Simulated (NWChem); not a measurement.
System: CH4OSi; SMILES C([SiH3])=O

Program: NWChem. Coordinates come from a PBE0/def2-SVP optimisation. Ions are spin-unrestricted doublets at the neutral geometry; other ion states weren't tried.

For level LDA (Slater exchange, VWN5)/aug-cc-pVDZ:

- −ε(HOMO) (eV) = 5.87

### Question
What are these values for level B3LYP/aug-cc-pVDZ?

### Answer
| Property | Value |
|---|---|
| −ε(HOMO) (eV) | 7.00 |
